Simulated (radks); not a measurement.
Problem. Gd15+, configuration [Kr] 4d10 4f3 (the NIST ground configuration). All-electron calculation, scalar-relativistic Kohn-Sham, PBE, spin-polarised, spherical densities, finite nucleus; open shells are filled with parallel spins first (spin-orbit coupling, left out, can overturn this in heavy ions); Fermi nuclear charge, rms radius 5.1569 fm. Program: a radial shooting solver on a logarithmic mesh with Libxc functionals. Some entries of the table are withheld. Estimate them.

| orbital | occ. | eigenvalue (hartree) | <r^2> (bohr^2) | <1/r> (bohr^-1) |
|---|---|---|---|---|
| 1s down | 1 | -1852.563 | 0.0006549 | 71.64 |
| 1s up | 1 | -1852.562 | 0.0006549 | 71.64 |
| 2s up | 1 | -315.5157 | 0.01028 | 16.62 |
| 2s down | 1 | -315.5146 | 0.01028 | 16.62 |
| 2p up | 3 | -282.0704 | 0.008282 | 15.52 |
| 2p down | 3 | -282.0698 | 0.008282 | 15.52 |
| 3s up | 1 | -78.95652 | 0.06818 | 6.101 |
| 3s down | 1 | -78.89175 | 0.06809 | 6.106 |
| 3p up | 3 | -68.59028 | 0.06833 | 5.736 |
| 3p down | 3 | -68.52594 | 0.06823 | 5.741 |
| 3d up | 5 | -54.89753 | 0.05739 | 5.442 |
| 3d down | 5 | -54.84832 | 0.05727 | 5.446 |
| 4s up | 1 | -24.71588 | 0.3325 | 2.620 |
| 4s down | 1 | -24.57888 | 0.3327 | 2.618 |
| 4p up | 3 | -21.22441 | 0.3686 | 2.427 |
| 4p down | 3 | -21.08989 | 0.3690 | 2.425 |
| 4d up | 5 | -16.37853 | 0.4185 | 2.185 |
| 4d down | 5 | -16.24595 | 0.4194 | 2.182 |
| 4f up | 3 | -10.99336 | (1) | 1.853 |
| 5s up | 0 | -10.93934 | 1.322 | (2) |
| 4f down | 0 | -10.85877 | (3) | 1.849 |
| 5s down | 0 | -10.85543 | 1.328 | (4) |
| 5p up | 0 | -9.71583 | 1.514 | 1.164 |
| 5p down | 0 | -9.63794 | 1.520 | 1.160 |

Solution. 
(1) 4f up <r^2> (bohr^2): 0.4890
(2) 5s up <1/r> (bohr^-1): 1.257
(3) 4f down <r^2> (bohr^2): 0.4928
(4) 5s down <1/r> (bohr^-1): 1.252
